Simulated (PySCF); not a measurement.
Si(Cl)2(F)(SH) (Cl₂FHSSi), SMILES F[Si](S)(Cl)Cl.

Geometry: B3LYP-D3(BJ)/def2-SVP. The structure was generated by enumeration, and PubChem lists no compound with its InChIKey, so it may never have been made. Other conformers were not sampled.

Two levels are set side by side: TDDFT-PBE/def2-SVPD (PySCF) and TDDFT-LC-ωPBE/def2-SVPD (PySCF). Vertical, same geometry. The lowest singlet is HOMO→LUMO 99 % with PBE and HOMO→LUMO+1 70 %, HOMO→LUMO 14 % with the other functional; states are paired by order. Differences are taken from unrounded values.

```json
[
 {"quantity": "lowest singlet excitation (eV)", "TDDFT-LC-ωPBE": "6.42", "TDDFT-PBE": "5.57", "TDDFT-PBE minus TDDFT-LC-ωPBE": "-0.84"},
 {"quantity": "lowest triplet excitation (TDA) (eV)", "TDDFT-LC-ωPBE": "5.91", "TDDFT-PBE": "5.23", "TDDFT-PBE minus TDDFT-LC-ωPBE": "-0.68"},
 {"quantity": "first bright state (f over 0.05) (eV)", "TDDFT-LC-ωPBE": "8.71", "TDDFT-PBE": "7.30", "TDDFT-PBE minus TDDFT-LC-ωPBE": "-1.41"},
 {"quantity": "its oscillator strength", "TDDFT-LC-ωPBE": "0.14", "TDDFT-PBE": "0.05", "TDDFT-PBE minus TDDFT-LC-ωPBE": "-0.09"}
]
```

A lower first singlet is the usual sign of a functional without exact exchange. Differences between two approximate levels are no errors against the true value.

Rough cost on one machine, each run with all the roots and properties that it gave: TDDFT-LC-ωPBE against TDDFT-PBE about 8 times.
